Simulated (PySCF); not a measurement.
# Electron correlation in Ar (argon, neutral)

[Ar], closed-shell 1S. All numbers are calculated (PySCF 2.14, the non-relativistic Hamiltonian (point nucleus), in def2-SVP). Frozen: [Ne]; 8 electrons correlated.

MP2 pair energies summed by pair of shells (mhartree):

```tsv
pair	energy	share (%)
3p-3p	-115.26	81.7
3s-3p	-19.31	13.7
3s-3s	-6.47	4.6
```

Total MP2 correlation energy: -141.03 mhartree.

Same-spin part -38.69 and opposite-spin part -102.35 mhartree; SCS-MP2 scales them by 1/3 and 6/5 to -135.71 mhartree.

| level | correlation energy (mhartree) |
| --- | --- |
| CCSD | -152.40 |
| (T) | -0.72 |
| CCSD(T) | -153.12 |

Diagnostics: T1 = 0.0015, D1 = 0.0024, largest double amplitude 0.043.

Cost of the coupled-cluster step: 0.04 s of wall time on 1 thread of Neoverse-V2 (shared host), for 8 correlated electrons.

Iterations:

```
CC2 = 0
CCSD nocc = 4, nmo = 13
frozen orbitals [0, 1, 2, 3, 4]
max_cycle = 100
direct = 0
conv_tol = 1e-08
conv_tol_normt = 1e-06
diis_space = 8
diis_start_cycle = 0
Init t2, MP2 energy = -526.764419201404  E_corr(MP2) -0.141034291375633
Init E_corr(CCSD) = -0.141034291380297
cycle = 1  E_corr(CCSD) = -0.15087346017224  dE = -0.00983916879  norm(t1,t2) = 0.016217
cycle = 2  E_corr(CCSD) = -0.152028365382247  dE = -0.00115490521  norm(t1,t2) = 0.00366732
cycle = 3  E_corr(CCSD) = -0.152397394528659  dE = -0.000369029146  norm(t1,t2) = 0.00111507
cycle = 4  E_corr(CCSD) = -0.152397285210753  dE = 1.09317906e-07  norm(t1,t2) = 9.01461e-05
cycle = 5  E_corr(CCSD) = -0.152397059685792  dE = 2.25524961e-07  norm(t1,t2) = 1.33421e-05
cycle = 6  E_corr(CCSD) = -0.15239710961313  dE = -4.9927338e-08  norm(t1,t2) = 1.12407e-06
cycle = 7  E_corr(CCSD) = -0.152397104989249  dE = 4.62388072e-09  norm(t1,t2) = 9.74203e-08
CCSD converged
E(CCSD) = -526.775782015018  E_corr = -0.1523971049892491
CCSD(T) correction = -0.000715106746354014
```
